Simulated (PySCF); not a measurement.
**`C=C[C@H]1C[P@@H+]1CO`, [C$_{5}$H$_{10}$OP]+, charge +1**

Molfile (atoms numbered from 1):
```
C5H10OP
     RDKit          3D

 17 17  0  0  0  0  0  0  0  0999 V2000
    2.7499    0.0053   -0.3049 C   0  0  0  0  0  0  0  0  0  0  0  0
    2.0326   -0.1280    0.7992 C   0  0  0  0  0  0  0  0  0  0  0  0
    0.5866    0.1593    0.9015 C   0  0  1  0  0  0  0  0  0  0  0  0
   -0.0586    1.2841    0.0682 C   0  0  0  0  0  0  0  0  0  0  0  0
   -0.5506   -0.3623   -0.4225 P   0  0  2  0  0  0  0  0  0  0  0  0
   -2.2941   -0.8023   -0.0070 C   0  0  0  0  0  0  0  0  0  0  0  0
   -2.3998   -0.1628    1.2283 O   0  0  0  0  0  0  0  0  0  0  0  0
    3.8071   -0.1892   -0.3097 H   0  0  0  0  0  0  0  0  0  0  0  0
    2.3227    0.3217   -1.2451 H   0  0  0  0  0  0  0  0  0  0  0  0
    2.4988   -0.4496    1.7186 H   0  0  0  0  0  0  0  0  0  0  0  0
    0.1578    0.0259    1.8909 H   0  0  0  0  0  0  0  0  0  0  0  0
    0.5948    1.8455   -0.5873 H   0  0  0  0  0  0  0  0  0  0  0  0
   -0.8017    1.8865    0.5768 H   0  0  0  0  0  0  0  0  0  0  0  0
   -0.0169   -0.7938   -1.6120 H   0  0  0  0  0  0  0  0  0  0  0  0
   -2.9767   -0.3955   -0.7681 H   0  0  0  0  0  0  0  0  0  0  0  0
   -2.4092   -1.8938    0.0513 H   0  0  0  0  0  0  0  0  0  0  0  0
   -3.2496   -0.3389    1.6505 H   0  0  0  0  0  0  0  0  0  0  0  0
  1  2  2  0
  2  3  1  0
  3  4  1  0
  4  5  1  0
  5  6  1  0
  6  7  1  0
  5  3  1  0
  1  8  1  0
  1  9  1  0
  2 10  1  0
  3 11  1  1
  4 12  1  0
  4 13  1  0
  5 14  1  6
  6 15  1  0
  6 16  1  0
  7 17  1  0
M  CHG  1   5   1
M  END
```

Computed, not measured: TDDFT CAM-B3LYP/aug-cc-pVDZ circular dichroism and optical rotation, one conformer, gas phase (PySCF 2.14.0). Geometry: GFN2-xTB.

The molecule is flexible and this is one conformer; a measurement averages over conformers.

Stereocentres: C3 S, P5 S.

(1) Give the optical rotatory dispersion at 633, 589.3, 546, 436, 405, 365, 355 nm.

(2) And for the mirror image at 589.3 nm?

(3) What is the molar rotation [Φ] = [α]·M/100 of the geometry above at 589.3 nm?

Answers

(1) [α] in deg dm⁻¹ (g/mL)⁻¹:
```tsv
λ (nm)	origin-invariant length gauge	modified velocity gauge	length gauge (centre of mass)	isotropic polarisability (au)
633	+234.6	+235.2	+233.6	84.5
589.3	+277.4	+278.2	+276.3	84.9
546	+333.5	+334.4	+332.0	85.4
436	+597.1	+599.0	+594.1	87.5
405	+736.4	+739.0	+732.5	88.5
365	+1013.9	+1017.8	+1007.7	90.4
355	+1111.1	+1115.5	+1104.1	91.0
```

(2) -277.4 deg dm⁻¹ (g/mL)⁻¹ (origin-invariant length gauge): the same size and the opposite sign.

(3) With M = 117.11 g/mol, +324.9 deg cm² dmol⁻¹ (origin-invariant length gauge).

The first excitation lies at 5.53 eV (224 nm) with R = +17.9 × 10⁻⁴⁰ esu² cm² (velocity form).
